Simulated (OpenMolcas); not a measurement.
An atom or ion with 34 electrons was computed by SS-CASPT2, IPEA 0.25 Eh, imaginary shift 0.1 Eh with spin-orbit coupling (OpenMolcas, ANO-RCC-VTZP, DKH2). The lowest levels that the run gave, each within 12 % of the measured value where one is at hand:

| J | Parity | E (cm-1) | g |
| --- | --- | --- | --- |
| 2 | even | 0.0 | 1.491 |
| 1 | even | 2800 | 1.501 |
| 0 | even | 3520 |  |
| 2 | even | 12670 | 1.011 |
| 0 | even | 28340 |  |

Task: Which ion is it, and what are the configurations and terms?

Result: Br+ (Z = 35, charge +1; active space 6 electrons in 8 orbitals (4s 4p 5s 5p)). J, parity and g give the terms where levels are pure, and mixed ones are named by the computed weights; the size of the splittings, set against known spectra of the 34-electron sequence, gives the charge. In order, with the measured energies in cm-1 (NIST Handbook of Basic Atomic Spectroscopic Data): 4s2 4p4 3P2, 4s2 4p4 3P1 (3136), 4s2 4p4 3P0 (3837), 4s2 4p4 1D2 (12089), 4s2 4p4 1S0 (27867).

Term energies are means over components that CASPT2 splits; among the terms shown or strongly mixed into the levels shown the widest spread is 62 cm-1 (4s2 4p4 1D). The run also gave levels led by 4s2 4p3 5s, which use shells meant for correlation; these and all levels above them are left out. Computed and measured levels are paired by configuration, term and J; levels that our copy of the source lacks, or whose pairing is in doubt (as where it misses far off the trend of its configuration), stay unpaired and out of the deviations. Levels of configurations outside the active space are missing.
